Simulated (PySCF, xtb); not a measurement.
Sc(F)3 cation (F3Sc), SMILES [F][Sc]([F])[F] (connectivity only; charge and spin as stated), charge +1, multiplicity 2.

Harmonic wavenumbers (cm⁻¹) from GFN2-xTB (xtb) at its own minimum, in rising order: 67, 81, 82, 416, 485, 486.

### Question
What does B3LYP-D3(BJ)/def2-SVP run with PySCF give at its own minimum? (Estimate from the structure and the level; the computed values follow.)

### Answer
116, 140, 332, 335, 648, 846. Paired by order, the mean absolute difference is 160 cm⁻¹ and the zero-point energies are 2.3 and 3.5 kcal/mol.
